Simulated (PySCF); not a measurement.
Dipole polarisabilities along group 14

Calculated with PySCF 2.14 for the ground configurations, without spin-orbit coupling: coupled response for Hartree-Fock and DFT. Mean α in bohr³, C₆ of like pairs in atomic units.

| species | α UHF | α PBE | α PBE0 | α recommended (Schwerdtfeger and Nagle) | C₆ UHF | C₆ PBE | C₆ PBE0 |
| --- | --- | --- | --- | --- | --- | --- | --- |
| C [He] 2s2 2p2 (x2c-QZVPPall with one added diffuse shell each of s, p, d, f type, spin-free X2C) | 11.95 | 13.45 | 12.67 | 11.3 ± 0.4 | 46.24 | 54.71 | 50.76 |
| Si [Ne] 3s2 3p2 (x2c-QZVPPall with one added diffuse shell each of s, p, d, f type, spin-free X2C) | 38.46 | 41.66 | 39.80 | 37.3 ± 0.7 | 316.1 | 342.8 | 325.6 |
| Ge [Ar] 3d10 4s2 4p2 (x2c-QZVPPall with one added diffuse shell each of s, p, d, f type, spin-free X2C) | 41.22 | 45.04 | 42.69 | 40 ± 1 | 363.8 | 394.7 | 372.5 |
| Sn [Kr] 4d10 5s2 5p2 (x2c-QZVPPall with one added diffuse shell each of s, p, d, f type, spin-free X2C) | 57.17 | 62.11 | 58.74 | 53 ± 6 | 638.3 | 682.2 | 644.8 |

Hartree-Fock lacks correlation. PBE lies above the recommended values here, as self-interaction makes its density too diffuse. All values carry a basis error, and heavy open shells lack spin-orbit coupling.
